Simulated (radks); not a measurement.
Valence configurations of Ta3+ (all share [Xe]). All-electron calculation, Dirac Kohn-Sham, BLYP, spin-unpolarised, spherical densities, finite nucleus; open shells are shared between the two j in proportion to 2j + 1; Fermi nuclear charge, rms radius 5.3507 fm. Program: a radial shooting solver on a logarithmic mesh with Libxc functionals. Energies are relative to 4f14 5d2; eigenvalues in eV.

valence           E (eV)  e(4f5/2)  e(4f7/2)  e(5d3/2)  e(5d5/2)  e(6p1/2)
4f14 5d2           0.000   -53.704   -51.718   -29.581   -28.770         -
4f13 5d2 6p1      37.938   -67.705   -65.628   -35.047   -34.054   -23.623
4f14 5d1 6s1       2.179   -57.071   -55.082   -31.866   -30.996         -
4f13 5d3          27.020   -62.827   -60.753   -31.528   -30.613         -
4f12 5d3 6s1      66.011   -76.132   -73.967   -35.940   -34.854         -
4f14 6s2           5.341   -60.624   -58.632         -         -         -
4f13.5 5d2 6p0.5  17.499   -60.578   -58.547   -32.282   -31.382   -22.480
4f14 5d1 6p1       9.527   -58.442   -56.453   -32.985   -32.099   -23.032
4f13 5d2 6s1      30.339   -66.348   -64.271   -33.922   -32.945         -
4f12 5d2 6s2      71.676   -79.968   -77.800   -38.524   -37.372         -

NIST lists [Xe] 4f14 5d2 as the ground configuration; this level of theory agrees among the configurations tried. The energies are those of spherical spin-averaged densities, not of single terms.
